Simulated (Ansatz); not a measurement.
`[BH2][InH][CH2]F`. Charge 0, multiplicity 1. In takes the def2 core potential.

```xyz
9

B    -0.816   -1.375   -1.540
In   -0.300   -0.551    0.472
C     0.776    1.340    0.729
F     0.975    1.645    2.071
H    -1.845   -1.106   -2.090
H    -0.075   -2.106   -2.134
H    -0.694   -1.312    1.973
H     0.222    2.168    0.274
H     1.757    1.298    0.244
```

Q: List the harmonic frequencies (cm⁻¹, unscaled) at PBE0-D4/def2-TZVP in Ansatz. (An estimate is asked.)

A: Ansatz gave: 45, 79, 207, 219, 336, 408, 461, 515, 549, 644, 836, 1043, 1141, 1250, 1250, 1458, 1792, 2571, 2658, 3031, 3086.

Q: Is this a minimum?

A: Yes, all 21 modes are real.

Q: Give the ideal-gas thermochemistry at 298.15 K and 1 bar (rigid rotor, harmonic oscillator; point group Cs, symmetry number 1).

A: Zero-point energy 141.0 kJ/mol; H(298) − E = 162.3 kJ/mol; entropy 357.2 J/(mol·K), of which translation 172.3, rotation 110.1, vibration 74.7; G(298) − E = 55.8 kJ/mol. Modes under 100 cm⁻¹ are hindered rotations or soft bends, so the harmonic entropy is rough.

Q: Rotational constants (cm⁻¹)?

A: 0.4639, 0.06481, 0.0583.
